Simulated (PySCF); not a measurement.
**Two-dimensional NMR puzzle**

Compound of formula C8H13NSi. Correlations simulated from computed shifts and the bond graph:

HSQC (one-bond C–H):
| δH | δC |
| --- | --- |
| 6.77 | 151.0 |
| 6.53 | 144.4 |
| 6.29 | 136.6 |
| 2.18 | 41.9 |
| 1.46 | 28.6 |
| 1.14 | 17.2 |

COSY cross peaks (H two or three bonds apart, from the bond graph; peaks can be absent where the dihedral angle is near 90°):
| δH | δH |
| --- | --- |
| 6.77 | 6.29 |
| 6.77 | 2.18 |
| 6.53 | 4.41 |
| 2.18 | 1.46 |
| 1.46 | 1.14 |

HMBC (two and three bonds, from the bond graph):
| δH | δC |
| --- | --- |
| 6.77 | 138.2, 136.6, 41.9, 28.6 |
| 6.53 | 138.2, 136.6, 121.2 |
| 6.29 | 151.0, 144.4, 138.2, 121.2, 41.9 |
| 4.41 | 144.4, 138.2 |
| 2.18 | 151.0, 136.6, 28.6, 17.2 |
| 1.46 | 151.0, 41.9, 17.2 |
| 1.14 | 41.9, 28.6 |

Carbons without hydrogens: δ 138.2, 121.2.

Single conformer, relativity neglected, gas phase, rapidly exchanging positions averaged. Shieldings: GIAO PBE0/pcSseg-1; coordinates at the GFN2-xTB level; PySCF 2.14.

Chemical shifts δ = σref − σ; TMS for ¹H, ¹³C, all at this level.

Exchangeable hydrogens are left out of these lists.

Question: Assemble the structure.

Answer: `CCC/C=C/C(C#N)=C/[SiH3]`.

Numbering as in the mapped SMILES `[CH3:1][CH2:2][CH2:3]/[CH:4]=[CH:5]/[C:6]([C:7]#[N:8])=[CH:9]/[SiH3:10]` (H(Xn): hydrogen on atom n).

1. δC 151.0 is C4, an alkene CH (δH 6.77).
2. δC 144.4 is C9, an alkene CH (δH 6.53).
3. δC 138.2 is C6, a fully substituted alkene carbon.
4. δC 136.6 is C5, an alkene CH (δH 6.29).
5. δC 121.2 is C7, a nitrile carbon.
6. δC 41.9 is C3, an allylic sp3 CH2 (δH 2.18).
7. δC 28.6 is C2, an sp3 CH2 (δH 1.46).
8. δC 17.2 is C1, a methyl carbon (δH 1.14).
9. HMBC from δH 6.77 reaches the proton-free carbon C6.
10. HMBC from δH 6.53 reaches the proton-free carbons C6, C7.
11. HMBC from δH 6.29 reaches the proton-free carbons C6, C7.
12. HMBC from δH 4.41 reaches the proton-free carbon C6.
13. COSY links 6.77–6.29, 6.77–2.18, 6.53–4.41, 2.18–1.46, 1.46–1.14.

The data come from this structure; uniqueness wasn't tested.

Shifts are as computed. Against solution values, carbons near 30 ppm lie about +3 ppm off and those near 130 ppm about +5 ppm. Of 1211 compounds with measured shifts, 218 miss one by over three times the rms of a fit or turn the order of signals round; such compounds aren't used in these exercises.
